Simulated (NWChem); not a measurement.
# Atomisation of Cl$_{2}$Se

SMILES: [Se](Cl)Cl
```xyz
3

Se     0.0000     0.0000    -0.6841
Cl    -1.6849     0.0000     0.6841
Cl     1.6849     0.0000     0.6841
```
Charge 0, spin multiplicity 1.

Everything below was run with NWChem. All single points use one geometry, from PBE0/def2-SVP, a minimum by its harmonic frequencies.

Basis set: def2-TZVP. The atomisation energy is electronic alone: no zero-point, thermal, spin-orbit or counterpoise terms. No value is extrapolated to the basis-set limit. Free atoms are single determinants with multiplicities Se 3, Cl 2. Correlated methods freeze the same cores in atoms and molecule, 19 orbitals in all.

The cost column gives rough processor time relative to HF; each entry includes its own SCF. Costs are the molecule's.

The Hamiltonian is non-relativistic. B3LYP has NWChem's definition, with VWN1-RPA local correlation. GW and range-separated runs recompute their integrals, the others keep them in memory, which bears on the times. The structure started from a generated list of species. No SCF solution was tested for a lower state. Open-shell Hartree-Fock references start from PBE0 orbitals; any time given for them includes that run.

| method | atomisation energy (kcal/mol) | relative cost |
|---|---|---|
| HF | [?] | 1 |
| BHandHLYP | 107.3 | under 3 |
| PBE0 | [?] | under 3 |
| B3LYP | 120.5 | under 3 |
| PBE | [?] | under 3 |
| M06-2X | 120.5 | under 3 |
| MP2 | 123.2 | under 3 |
| CAM-B3LYP | 118.1 | 10 |

Q: Fill in the missing entries.

A: 
- HF, atomisation energy (kcal/mol): 52.7
- PBE0, atomisation energy (kcal/mol): 126.8
- PBE, atomisation energy (kcal/mol): 137.8
